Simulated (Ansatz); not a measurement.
Consider the cleavage of the Si–Al bond: `N[SiH2][Al]([OH])[Cl]` + `N[SiH](O)Cl` → `N[SiH2]O[SiH](N)Cl` + `[OH][AlH][Cl]`.

Computed with Ansatz on PBE0-D4/def2-TZVP structures; ΔE is electronic, products minus reactants. CBS: MP2 limit from def2 TZ/QZ plus the TZ coupled-cluster correction, frozen cores. This one scheme is used for every species. Functionals use def2-TZVPP. B3LYP here is the variant with VWN-RPA as its local correlation; programs differ in this. Each species was taken in one conformer, which may not be the lowest.

```json
{"level": "PBE-D4", "ΔE (kJ/mol)": "-105.0", "difference from CCSD(T)/CBS": "27.4"}
{"level": "r2SCAN-D4", "ΔE (kJ/mol)": "-127.4", "difference from CCSD(T)/CBS": "5.0"}
{"level": "PBE0-D4", "ΔE (kJ/mol)": "-115.1", "difference from CCSD(T)/CBS": "17.3"}
{"level": "B3LYP-D4", "ΔE (kJ/mol)": "-133.4", "difference from CCSD(T)/CBS": "-1.0"}
{"level": "ωB97X-V", "ΔE (kJ/mol)": "-131.3", "difference from CCSD(T)/CBS": "1.1"}
{"level": "ωB97M-V", "ΔE (kJ/mol)": "-138.0", "difference from CCSD(T)/CBS": "-5.6"}
{"level": "B2PLYP", "ΔE (kJ/mol)": "-132.7", "difference from CCSD(T)/CBS": "-0.3"}
{"level": "PBE", "ΔE (kJ/mol)": "-99.5", "difference from CCSD(T)/CBS": "32.9"}
{"level": "r2SCAN", "ΔE (kJ/mol)": "-125.7", "difference from CCSD(T)/CBS": "6.7"}
{"level": "PBE0", "ΔE (kJ/mol)": "-110.2", "difference from CCSD(T)/CBS": "22.2"}
{"level": "B3LYP", "ΔE (kJ/mol)": "-124.8", "difference from CCSD(T)/CBS": "7.6"}
{"level": "HF/def2-TZVPP", "ΔE (kJ/mol)": "-151.7", "difference from CCSD(T)/CBS": "-19.3"}
{"level": "MP2/def2-TZVPP", "ΔE (kJ/mol)": "-140.4", "difference from CCSD(T)/CBS": "-8.0"}
{"level": "SCS-MP2/def2-TZVPP", "ΔE (kJ/mol)": "-141.9", "difference from CCSD(T)/CBS": "-9.5"}
{"level": "CCSD/def2-TZVPP", "ΔE (kJ/mol)": "-134.7", "difference from CCSD(T)/CBS": "-2.3"}
{"level": "CCSD(T)/def2-TZVPP", "ΔE (kJ/mol)": "-132.3", "difference from CCSD(T)/CBS": "0.1"}
{"level": "HF/def2-QZVPP", "ΔE (kJ/mol)": "-154.0", "difference from CCSD(T)/CBS": "-21.6"}
{"level": "MP2/def2-QZVPP", "ΔE (kJ/mol)": "-141.2", "difference from CCSD(T)/CBS": "-8.8"}
{"level": "SCS-MP2/def2-QZVPP", "ΔE (kJ/mol)": "-142.6", "difference from CCSD(T)/CBS": "-10.2"}
{"level": "HF/CBS(def2)", "ΔE (kJ/mol)": "-154.3", "difference from CCSD(T)/CBS": "-21.9"}
{"level": "MP2/CBS(def2)", "ΔE (kJ/mol)": "-140.4", "difference from CCSD(T)/CBS": "-8.0"}
{"level": "CCSD/CBS(def2)", "ΔE (kJ/mol)": "-134.8", "difference from CCSD(T)/CBS": "-2.4"}
{"level": "CCSD(T)/CBS", "ΔE (kJ/mol)": "-132.4", "difference from CCSD(T)/CBS": "0"}
```

Largest T1 diagnostic among the species: 0.012.

In def2-TZVPP, CCSD(T) changes the Hartree–Fock value by +19.4 kJ/mol (the triples alone add +2.4 kJ/mol) and MP2 by +11.3 kJ/mol. The D4 term adds −8.6 kJ/mol with B3LYP and −4.9 kJ/mol with PBE0; it sums over pairs of atoms, weighted by their polarisabilities, and B3LYP, whose exchange is more repulsive, gets the larger term.
